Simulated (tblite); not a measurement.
Species: C5H8F2OSi.
Cartesian coordinates in Å at the GFN2-xTB level; atoms count from 1:
```
atom  x, y, z in Å
F1     3.7496   -0.1143    0.6756
C2     2.5800   -0.5333    0.1749
F3     2.2956   -1.7051    0.8354
O4     1.6559    0.4001    0.3801
C5     0.3773    0.0989   -0.2285
C6    -0.4085    1.3702   -0.3457
C7    -1.6460    1.3854    0.1199
C8    -2.2073    0.1473    0.7532
Si9   -0.7220   -1.0483    0.8669
H10    2.7308   -0.8193   -0.8883
H11    0.5823   -0.3026   -1.2327
H12    0.0682    2.2236   -0.8015
H13   -2.2761    2.2602    0.0512
H14   -2.6549    0.3921    1.7171
H15   -3.0174   -0.2454    0.1359
H16   -0.9437   -2.3398    0.2144
H17   -0.1707   -1.1577    2.2115
```

Computed with GFN2-xTB (tblite): harmonic, unscaled wavenumbers at the GFN2-xTB geometry, gas phase. Errors from tens to a few hundred cm⁻¹ against measured bands are possible. Modes of hydrogen on silicon can be 10 to 20 % off. One conformer, not necessarily the lowest.

Harmonic wavenumbers (cm⁻¹): 40.7, 50.0, 69.3, 169.9, 230.2, 261.8, 345.9, 416.7, 454.3, 498.4, 514.0, 559.2, 621.5, 631.8, 656.9, 710.6, 729.3, 746.7, 795.7, 817.1, 896.9, 919.1, 992.4, 1032.3, 1037.5, 1090.4, 1096.6, 1120.7, 1184.9, 1204.1, 1238.7, 1272.1, 1278.4, 1306.0, 1320.3, 1456.3, 1707.3, 2267.3, 2326.7, 2803.8, 2831.4, 2962.1, 2990.0, 3071.5, 3096.4.

A = 3018, B = 837.6, C = 690.0 MHz; mass 150.031 u (most abundant isotopes); point group C1, symmetry number 1.

**Question.** Zero-point energy?

**Answer.** Half the sum of the wavenumbers: 25912 cm⁻¹ = 74.08 kcal/mol.

**Question.** Give the ideal-gas entropy at 298.15 K and 1 bar in the rigid-rotor, harmonic-oscillator model (classical rotation).

**Answer.** Translation 40.95, rotation 29.60, vibration 28.23: S = 98.8 cal/(mol K).

**Question.** And Cp and H(298.15 K) − H(0)?

**Answer.** Cp = 37.94 cal/(mol K), of which vibrations give 29.99 (their classical limit is 45 R = 89.4); H(298.15 K) − H(0) = 6.69 kcal/mol without the zero-point energy, 4.32 from vibrations.

**Question.** Which modes carry the vibrational entropy at 298.15 K?

**Answer.** 40.7 cm⁻¹: 5.22; 50.0 cm⁻¹: 4.82; 69.3 cm⁻¹: 4.17; 169.9 cm⁻¹: 2.44; 230.2 cm⁻¹: 1.88; 261.8 cm⁻¹: 1.65 cal/(mol K); the other 39 give 8.05 together.

**Question.** How do the functions run with temperature in this model?

**Answer.** 
```tsv
T (K)	S (cal/(mol K))	Cp (cal/(mol K))	H − H(0) (kcal/mol)	G − H(0) (kcal/mol)	ln q(vib)
100	71.1	17.3	1.30	-5.81	2.11
200	85.9	27.1	3.50	-13.69	4.54
300	99.0	38.1	6.76	-22.94	6.96
500	123.0	55.8	16.28	-45.19	11.91
800	152.9	71.1	35.57	-86.74	19.11
1000	169.5	77.3	50.45	-119.01	23.54
```

q(vib) and H(0) count from the zero-point level.

**Question.** Blend soft modes into free rotors: weight 1/[1 + (100 cm⁻¹/ν̃)⁴] for the oscillator and the rest for a rotor with moment μB/(μ + B), μ = h/(8π²ν), B = 10⁻⁴⁴ kg m². What vibrational entropy results?

**Answer.** 24.83 cal/(mol K) in place of 28.23, which changes −T·S at 298.15 K by +1.01 kcal/mol.

Hindered rotation and anharmonicity are outside this model. Other conformers, if any are populated, would add a mixing term that is left out. The structure is chiral; the term R ln 2 for an equal mix with its mirror image is left out.

Run on one thread of an Arm Neoverse V1, no GPU, on a shared host. The figure is for the frequency step alone.
